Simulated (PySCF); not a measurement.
# One molecule, a ladder of functionals, a line

Molecule: SMILES [SiH3]O[SiH2]P, H₇OPSi₂.

Atom-mapped SMILES (the numbers label the heavy atoms): `[SiH3:1][O:2][SiH2:3][PH2:4]`. Each H is labelled by its parent atom.

GIAO shieldings (ppm, equivalent atoms averaged) in PySCF 2.14.0 with density-fitted response routines on the PBE0-D3(BJ)/def2-SVP geometry, basis pcSseg-2, gas phase, non-relativistic:

| functional | exact exchange (%) | σ(Si3) | σ(Si1) | σ(O2) |
| --- | --- | --- | --- | --- |
| BLYP | 0 | 326.4 | 359.5 | 293.0 |
| BP86 | 0 | 334.1 | 364.2 | 298.3 |
| PBE | 0 | 335.3 | 365.1 | 298.5 |
| PBE0 | 25 | 353.7 | 381.5 | 308.1 |
| mPW1PW91 | 25 | 352.8 | 380.8 | 307.7 |
| BHandHLYP | 50 | 363.2 | 392.1 | 311.0 |
| HF | 100 | 404.5 | 430.0 | 323.5 |

Question: Fit each shielding as a line in the percentage of exact exchange.

Answer: σ(Si3) = 332.6 + 0.71 x (rms 3.6 ppm); σ(Si1) = 363.1 + 0.66 x (rms 2.4 ppm); σ(O2) = 298.1 + 0.27 x (rms 2.6 ppm). The functionals also differ in their semilocal parts, which the line can't hold; Hartree–Fock has no correlation at all.

Question: What does the line predict for B3LYP (20 %), and what does the run give?

Answer: σ(Si3): 346.8 predicted, 341.0 computed; σ(Si1): 376.3 predicted, 372.1 computed; σ(O2): 303.5 predicted, 301.5 computed ppm.
